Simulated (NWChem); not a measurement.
System: C3H7NSi; SMILES [SiH3]C1=NCC1

Input file for NWChem:

```
start job
memory heap 200 mb stack 900 mb global 1100 mb
geometry units angstroms noautosym nocenter noautoz
  Si     0.019434     1.836387     0.000000
  C     -0.004029    -0.058002     0.000000
  N      1.038328    -0.822492     0.000000
  C      0.192606    -2.029972     0.000000
  C     -1.065375    -1.132762     0.000000
  H     -1.387528     2.339125     0.000000
  H      0.720234     2.339682     1.217793
  H      0.720234     2.339682    -1.217793
  H      0.345275    -2.657802    -0.893278
  H      0.345275    -2.657802     0.893278
  H     -1.705747    -1.180897    -0.895422
  H     -1.705747    -1.180897     0.895422
end
basis spherical
  * library def2-tzvp
end
dft
  xc hfexch
  iterations 150
  semidirect filesize 400000000
end
property
  efieldgrad
end
task dft property
```

Output (shortened):

```
             Northwest Computational Chemistry Package (NWChem) 7.3.0
             --------------------------------------------------------

                             Geometry "geometry" -> ""
                             -------------------------

 Output coordinates in angstroms (scale by  1.889725989 to convert to a.u.)

  No.       Tag          Charge          X              Y              Z
 ---- ---------------- ---------- -------------- -------------- --------------
    1 Si                  14.0000     0.01943400     1.83638700     0.00000000
    2 C                    6.0000    -0.00402900    -0.05800200     0.00000000
    3 N                    7.0000     1.03832800    -0.82249200     0.00000000
    4 C                    6.0000     0.19260600    -2.02997200     0.00000000
    5 C                    6.0000    -1.06537500    -1.13276200     0.00000000
    6 H                    1.0000    -1.38752800     2.33912500     0.00000000
    7 H                    1.0000     0.72023400     2.33968200     1.21779300
    8 H                    1.0000     0.72023400     2.33968200    -1.21779300
    9 H                    1.0000     0.34527500    -2.65780200    -0.89327800
   10 H                    1.0000     0.34527500    -2.65780200     0.89327800
   11 H                    1.0000    -1.70574700    -1.18089700    -0.89542200
   12 H                    1.0000    -1.70574700    -1.18089700     0.89542200

 Effective nuclear repulsion energy (a.u.)     209.4380630145

  xc_inp: hfexch multiplicative factor not found.
                              NWChem Property Module
                              ----------------------

  itol2e modified to match energy
  convergence criterion.

                                 NWChem DFT Module
                                 -----------------

 Summary of "ao basis" -> "ao basis" (spherical)
 ------------------------------------------------------------------------------
       Tag                 Description            Shells   Functions and Types
 ---------------- ------------------------------  ------  ---------------------
 Si                        def2-tzvp                13       37   5s5p2d1f
 C                         def2-tzvp                11       31   5s3p2d1f
 N                         def2-tzvp                11       31   5s3p2d1f
 H                         def2-tzvp                 4        6   3s1p

  itol2e modified to match energy
  convergence criterion.

[...]

          -----------------------
          Electric field gradient
          -----------------------

 1 a.u. = 0.324123 10**(16) esu/cm**3  ( or statvolts/cm**2 ) = 0.97174 10**(22) v/m**2

 ------------------------------------------------------------
   Atom      X         Y         Z
 ------------------------------------------------------------
    1 Si   0.03672   3.47027   0.00000
 ------------------------------------------------------------

 Electric field gradient in molecular frame (a.u.)
         XX             YY             ZZ             XY             XZ             YZ
 ------------------------------------------------------------------------------------------
       -0.005296      -0.042024       0.047320       0.036282      -0.000000       0.000000

 Principal components (a.u.) and orientation
 of principal axis w.r.t. absolute frame                      Asymmetry parameter eta
 --------------------------------------------------------------------------------------
       -0.064325       0.047320       0.017005                       0.471286

       -0.523639      -0.000000       0.851940
        0.851940      -0.000000       0.523639
       -0.000000       1.000000       0.000000

 ------------------------------------------------------------
   Atom      X         Y         Z
 ------------------------------------------------------------
    2 C   -0.00761  -0.10961   0.00000
 ------------------------------------------------------------

 Electric field gradient in molecular frame (a.u.)
         XX             YY             ZZ             XY             XZ             YZ
 ------------------------------------------------------------------------------------------
        0.195776       0.283692      -0.479469      -0.060486      -0.000000       0.000000

 Principal components (a.u.) and orientation
 of principal axis w.r.t. absolute frame                      Asymmetry parameter eta
 --------------------------------------------------------------------------------------
       -0.479469       0.314507       0.164962                       0.311897

        0.000000      -0.453933       0.891036
        0.000000       0.891036       0.453933
        1.000000       0.000000       0.000000

 ------------------------------------------------------------
   Atom      X         Y         Z
 ------------------------------------------------------------
    3 N    1.96216  -1.55428   0.00000
 ------------------------------------------------------------

 Electric field gradient in molecular frame (a.u.)
         XX             YY             ZZ             XY             XZ             YZ
 ------------------------------------------------------------------------------------------
        1.137974      -0.193737      -0.944237       0.010765      -0.000000      -0.000000

 Principal components (a.u.) and orientation
 of principal axis w.r.t. absolute frame                      Asymmetry parameter eta
 --------------------------------------------------------------------------------------
        1.138061      -0.944237      -0.193824                       0.659378

        0.999967       0.000000      -0.008083
        0.008083       0.000000       0.999967
        0.000000       1.000000       0.000000

 ------------------------------------------------------------
   Atom      X         Y         Z
 ------------------------------------------------------------
    4 C    0.36397  -3.83609   0.00000
 ------------------------------------------------------------

[...]
```

Level: Hartree-Fock/def2-TZVP. All runs use the structure optimised with PBE0/def2-SVP. Not confirmed as a minimum by frequencies. NWChem prints the field gradient with the sign opposite to the second derivative of the potential.
